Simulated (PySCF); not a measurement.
Computed shifts of a molecule C2H14Si4, PBE/pcSseg-1 (PySCF), GIAO, gas phase, atoms alike by connectivity averaged where their shifts nearly agree, in ppm (number of nuclei): ²⁹Si: -61.8 (2), -74.1 (2). ¹³C: 3.3 (2). ¹H: 4.41 (12), 0.91 (2). References: ²⁹Si against TMS (σ = 335.4 ppm); ¹³C against TMS (σ = 182.0 ppm); ¹H against TMS (σ = 31.49 ppm), references at their B3LYP-D3(BJ)/def2-TZVP geometries, non-relativistic. Geometry: ωB97X-D3(BJ)/def2-SVP. One conformer was computed; it need not be the lowest.

Problem. Identify the compound among the candidates.
(A) [SiH3]C([SiH3])C([SiH3])[SiH3]
(B) C[SiH2]C([SiH3])([SiH3])[SiH3]
(C) CC[SiH2][SiH2][SiH2][SiH3]
(D) [SiH3][SiH2]CC[SiH2][SiH3]

Solution. A, [SiH3]C([SiH3])C([SiH3])[SiH3]
